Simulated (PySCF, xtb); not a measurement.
C3H7ClSi, SMILES C(=C/C[SiH3])/Cl. Other conformers were not sampled.

Harmonic wavenumbers (cm⁻¹) from GFN2-xTB run with xtb at its own minimum, in rising order: 42, 106, 176, 216, 416, 505, 521, 555, 685, 736, 769, 779, 785, 788, 819, 868, 1037, 1123, 1194, 1221, 1282, 1459, 1675, 2261, 2266, 2298, 2989, 2996, 3064, 3092.

Task: What does B3LYP-D3(BJ)/def2-SVP run with PySCF give at its own minimum? (Estimate from the structure and the level; the computed values follow.)

Result: 51, 132, 170, 236, 453, 501, 562, 603, 678, 763, 776, 868, 928, 947, 953, 956, 1010, 1146, 1179, 1241, 1336, 1431, 1694, 2215, 2220, 2241, 3047, 3108, 3156, 3222. Paired by order, the mean absolute difference is 52 cm⁻¹ and the zero-point energies are 52.5 and 54.1 kcal/mol.
